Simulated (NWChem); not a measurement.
# SiNH3, singlet; SMILES N[SiH]

```xyz
5

Si     0.1161    -0.6872     0.0000
H     -1.4100    -0.8864     0.0000
N      0.0170     1.0284     0.0000
H     -0.8303     1.5879     0.0000
H      0.8492     1.6100     0.0000
```
Atoms are numbered in this order, from 1.

Computed with NWChem. Pople sets run with spherical d functions. Low-valent species are run as closed-shell singlets; no triplet was tried in these runs. Structure relaxed at the PBE0/def2-SVP level. B3LYP is NWChem's, with the RPA form of VWN correlation. GIAO values for the isolated, static molecule; σ is the absolute isotropic shielding, δ = σ(reference) − σ with the isolated reference molecule computed at the same levels (1H: tetramethylsilane, 15N: ammonia, 29Si: tetramethylsilane).

For level BHandHLYP/pcSseg-1:

```
Property     Value
-----------  -----
δ Si1 (ppm)  326.6
δ H2 (ppm)    7.40
δ N3 (ppm)   161.7
δ H5 (ppm)    5.42
```

### Question
How do the values read with level B3LYP/6-31G* instead?

### Answer
The δ Si1 (ppm) is 292.9, the δ H2 (ppm) is 7.89 and the δ N3 (ppm) comes out as 152.2. The δ H5 (ppm) is 5.20.
